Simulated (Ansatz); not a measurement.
Computed with Ansatz.

A structure relaxed at PBE0-D4/def2-TZVP, charge 0, multiplicity 1:

```xyz
21

C     1.605    0.092   -2.466
C     0.195   -0.082   -1.920
C    -0.501   -1.291   -2.531
In    0.270   -0.290    0.221
F     1.454   -1.773    0.789
N    -0.436    0.466    1.931
C    -0.058   -0.079    3.209
C    -1.345    1.574    2.025
H     2.244   -0.759   -2.212
H     1.577    0.163   -3.561
H     2.092    0.996   -2.093
H    -0.391    0.817   -2.127
H    -1.536   -1.394   -2.197
H    -0.517   -1.200   -3.625
H     0.022   -2.221   -2.293
H     0.435    0.677    3.840
H     0.631   -0.915    3.082
H    -0.935   -0.442    3.767
H    -0.914    2.409    2.600
H    -1.607    1.961    1.036
H    -2.283    1.292    2.527
```

Task: Give its formula and SMILES.

Result: C5H13FInN, `C[CH](C)[In]([F])[N](C)C`.

Task: Point group (tolerance 0.08 Å, 0.16 Å for H)?

Result: C1.

Task: Summarise the bond lengths by kind.

Result: 2 × C–C 1.522 to 1.523 Å; 13 × C–H 1.091 to 1.101 Å; 1 × C–In 2.152 Å; 1 × F–In 1.981 Å; 1 × In–N 1.998 Å; 2 × C–N 1.437 to 1.440 Å.
